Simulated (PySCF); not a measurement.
Estimate the missing entries of this data sheet.

Species: C5H7N3.
SMILES with atom numbers: `[CH2:1]=[N:2][c:3]1[cH:4][cH:5][n:6]([CH3:7])[n:8]1` (hydrogens: H9, H10 on C1; H11 on C4; H12 on C5; H13, H14, H15 on C7)

Conformer (atom-mapped SMILES and torsion angles): `[CH2:1]=[N:2][c:3]1[cH:4][cH:5][n:6]([CH3:7])[n:8]1`: C1–N2–C3–C4 161°.

```json
{"property": "point group of the GFN2-xTB geometry", "level": "GFN2-xTB", "value": "C1"}
{"property": "rotational constants A, B, C of the GFN2-xTB geometry", "level": "GFN2-xTB", "value": "5.213, 1.549, 1.209 GHz"}
{"property": "dipole moment", "level": "CAM-B3LYP/def2-SVPD", "value": "?"}
{"property": "HOMO energy", "level": "CAM-B3LYP/def2-SVPD", "value": "?"}
{"property": "LUMO energy", "level": "CAM-B3LYP/def2-SVPD", "value": "0.20 eV"}
{"property": "lowest singlet excitation", "level": "TDDFT CAM-B3LYP/def2-SVPD", "value": "4.48 eV (277 nm, f = 0.043)"}
{"property": "strongest line among the 8 lowest singlet transitions", "level": "TDDFT CAM-B3LYP/def2-SVPD", "value": "S2 at 5.57 eV (223 nm, f = 0.260)"}
{"property": "lowest triplet excitation (Tamm–Dancoff)", "level": "TDA CAM-B3LYP/def2-SVPD", "value": "?"}
{"property": "static isotropic polarisability", "level": "CAM-B3LYP/def2-SVPD", "value": "82.0 au"}
{"property": "electronic spatial extent ⟨r²⟩ about the centre of nuclear charge", "level": "CAM-B3LYP/def2-SVPD", "value": "972 bohr²"}
{"property": "largest of the computed one-bond spin–spin couplings (means over like bonds)", "level": "B3LYP/pcJ-1, spin–dipole term left out for some pairs", "value": "13C–1H +188.5 (C5–H12), 13C–1H +185.1 (C4–H11), 13C–1H +184.9 (C1–H9), 13C–1H +167.3 (C1–H10), 13C–1H +143.4 (C7–H13 and 2 like it), 13C–13C +74.3 (C4–C5), 13C–13C +69.6 (C3–C4), 15N–13C -17.8 (N6–C7) Hz"}
```

Electronic properties: PySCF, gas phase, density fitting.

**Question.** Give the HOMO energy.

**Answer.** -7.87 eV.

**Question.** Give the dipole moment.

**Answer.** 2.91 D.

**Question.** The lowest triplet excitation (Tamm–Dancoff)?

**Answer.** 3.47 eV.

The largest Löwdin shares of the HOMO are 0.20 on N6, 0.18 on C3, 0.17 on N2 and 0.11 on C1. In wavenumbers S1 is 36200 cm⁻¹ (1 eV = 8065.54 cm⁻¹). A dipole of 2.91 D is allowed in C1, and pure rotational transitions are dipole-allowed. The dipole matches unit charges of opposite sign 0.61 Å apart (1 e·Å = 4.8032 D).

One conformer stands for the species.
